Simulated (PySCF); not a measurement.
# Electron correlation in Ar⁺ (argon, charge +1)

[Ne] 3s2 3p5, 2P determinant. Computed with PySCF 2.14 in Sapporo-DZP-2012, with the spin-free X2C one-electron Hamiltonian (Gaussian nucleus). Frozen: [Ne]; 7 electrons correlated.

MP2 pair energies summed by pair of shells (mhartree):

```
 pair  energy  share (%)
3p-3p  -83.92       69.5
3s-3p  -30.12       25.0
3s-3s   -6.67        5.5
```

Total MP2 correlation energy: -120.72 mhartree.

Same-spin part -31.76 and opposite-spin part -88.96 mhartree; SCS-MP2 scales them by 1/3 and 6/5 to -117.33 mhartree.

```
  level  correlation energy (mhartree)
   CCSD                        -140.43
    (T)                          -1.54
CCSD(T)                        -141.97
```

Diagnostics: T1 = 0.0059, D1 = 0.0214, largest double amplitude 0.056.

Task: Is a single reference adequate?

Result: Yes: T1 lies below 0.03 and no double amplitude reaches 0.07.
